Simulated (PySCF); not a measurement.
SMILES [Al]([CH3])([CH3])[SiH2]N(C)C (C4H14AlNSi), singlet (GFN2-xTB optimised geometry):

```
21

Si     1.084    -0.868     0.000
N      0.466    -1.604     1.451
C      0.642    -3.004     1.724
C      0.334    -0.827     2.646
Al    -0.041     1.292     0.000
C     -1.938     1.469     0.597
C      0.989     2.868    -0.663
H      2.586    -0.868     0.000
H      0.797    -1.915    -1.012
H      1.573    -3.204     2.272
H      0.669    -3.554     0.788
H     -0.192    -3.377     2.328
H      0.121     0.216     2.379
H     -0.489    -1.206     3.260
H      1.246    -0.839     3.261
H     -2.586     1.865    -0.196
H     -2.375     0.510     0.904
H     -2.059     2.153     1.448
H      1.905     2.572    -1.190
H      1.304     3.554     0.133
H      0.407     3.477    -1.366
```

Method: PBE0/def2-SVP in PySCF.

**Question.** What are the frontier orbital energies and the dipole moment?

**Answer.** HOMO-2 -7.80 eV, HOMO-1 -7.18 eV, HOMO -5.91 eV, LUMO -1.45 eV, LUMO+1 0.50 eV; dipole moment 1.13 D.

On the same geometry PBE/def2-SVP in PySCF gives HOMO-2 -6.50 eV, HOMO-1 -6.01 eV, HOMO -4.61 eV, LUMO -2.19 eV, LUMO+1 -0.29 eV; dipole moment 1.16 D.

Meta-Löwdin charges at PBE0/def2-SVP: Si1 0.36, N2 -0.42, C3 -0.19, C4 -0.17, Al5 0.63, C6 -0.59, C7 -0.60, H8 -0.13, H9 -0.10, H10 0.08, H11 0.11, H12 0.09, H13 0.08, H14 0.09, H15 0.08, H16 0.11, H17 0.11, H18 0.11, H19 0.11, H20 0.11, H21 0.11.
